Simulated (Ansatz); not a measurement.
Start from `F[SiH](F)O[SiH3]` and change one atom or group to get `N[SiH](F)F`.

Ansatz, PBE0-D4/def2-TZVP geometries, multiplicity 1. Each molecule was computed in one conformer, which needn't be the lowest.

```tsv
property	`F[SiH](F)O[SiH3]`
HOMO energy (ωB97M-V/def2-TZVPP) / eV	-11.78
ideal-gas entropy at 298 K and 1 bar (rigid rotor, harmonic PBE0-D4/def2-TZVP) / J/(mol·K)	376
LUMO energy (PBE/def2-TZVPP) / eV	-0.95
HOMO–LUMO gap (ωB97M-V/def2-TZVPP) / eV	13.41
size of the dipole moment (B3LYP/def2-TZVPP) / D	1.48
zero-point energy (PBE0-D4/def2-TZVP) / kJ/mol	119.1
```

**Question.** What does the change do to each property? (An estimate is asked.)

**Answer.** The calculation gave: 
```
                                                                                  property  `N[SiH](F)F`  shift
                                                     HOMO energy (ωB97M-V/def2-TZVPP) / eV        -10.81   0.97
ideal-gas entropy at 298 K and 1 bar (rigid rotor, harmonic PBE0-D4/def2-TZVP) / J/(mol·K)           307    -69
                                                         LUMO energy (PBE/def2-TZVPP) / eV         -0.09   0.86
                                                   HOMO–LUMO gap (ωB97M-V/def2-TZVPP) / eV         12.96  -0.45
                                          size of the dipole moment (B3LYP/def2-TZVPP) / D          2.55   1.07
                                            zero-point energy (PBE0-D4/def2-TZVP) / kJ/mol         107.2  -11.9
```

With PBE0 the HOMO rises by 1.10 eV and the LUMO rises by 0.81 eV, so the gap narrows by about 0.29 eV. PBE moves the HOMO by 1.18 eV and ωB97M-V by 0.97 eV. The zero-point energy changes by -11.9 kJ/mol with -6 modes. Dipoles are sizes alone; their direction can turn. Modes under 60 cm⁻¹, often nearly free rotors, make the harmonic entropy too high.

B3LYP here is the variant with VWN-RPA as its local correlation; programs differ in this.
